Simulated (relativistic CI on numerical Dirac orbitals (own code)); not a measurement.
Rb¹⁹⁺: sensitivity of the levels to the model

Base calculation: Dirac-Coulomb-Breit CI, separate exchange-only KLI orbitals for each configuration, model QED, unscaled Slater integrals.

Configurations in the expansion (outside the closed core [Ne]): 3s²3p⁶, 3s²3p⁵3d, 3s3p⁶3d, 3s²3p⁵4s, 3s²3p⁵4p, 3s²3p⁵4d, 3s3p⁶4s, 3s²3p⁵4f, 3p⁶3d², 3p⁵3d³, 3p⁵3d²4s, 3p⁵3d²4p, 3p⁵3d²4d, 3p⁶3d4s, 3p⁵3d4s², 3p⁵3d4s4p, 3p⁵3d4s4d. Double excitations out of closed p, d and f shells are left out; levels of such configurations are missing from the list, as are those of other unlisted configurations, and high levels can miss mixing partners. These lack a partner that the ground configuration has and come out too high: 3s²3p⁵4f.

The lowest level and the first level of each name with at least 55 % of one term (blank where a level has no safe partner in the second run):

```csv
Level,Base (eV),Shift (eV)
3s²3p⁶ ¹S0,0.000,0.000
3s²3p⁵3d ³P°0,91.629,+0.161
3s²3p⁵3d ³P°1,93.310,+0.241
3s²3p⁵3d ³P°2,96.787,+0.329
3s²3p⁵3d ³F°4,97.807,+0.383
3s²3p⁵3d ³F°3,97.929,+0.260
3s²3p⁵3d ³D°3,104.937,+0.337
3s²3p⁵3d ³D°1,109.040,+0.329
3s²3p⁵3d ¹P°1,138.450,+0.381
3s3p⁶3d ³D1,186.859,+0.177
3s3p⁶3d ³D2,187.641,+0.235
3s3p⁶3d ³D3,189.179,+0.336
3s3p⁶3d ¹D2,197.531,+0.283
3p⁶3d² ³F2,380.030,+0.401
3p⁶3d² ³F3,381.702,+0.518
3p⁶3d² ³F4,383.402,+0.647
3p⁶3d² ¹D2,386.930,+0.487
3p⁶3d² ³P0,386.987,+0.394
3p⁶3d² ³P1,387.793,+0.447
3p⁶3d² ³P2,389.690,+0.611
3p⁶3d² ¹G4,390.234,+0.597
3s²3p⁵4s ³P°2,399.114,+0.270
```

At this charge energies of transitions that change n are usually good to better than 1 %, and those within a shell (Δn = 0) to a few per cent.

One thing was changed in a second run, which moved the levels as shown. Which?
A. P86 correlation estimate
B. Breit term removed
C. configuration mixing switched off
D. QED terms removed

B. Breit term removed. The Breit term mainly narrows fine-structure intervals, so removing it widens them.

LS names give the leading component of a level, which can be under half, so a name can repeat, a term be missing and a line seem to break the LS rules.
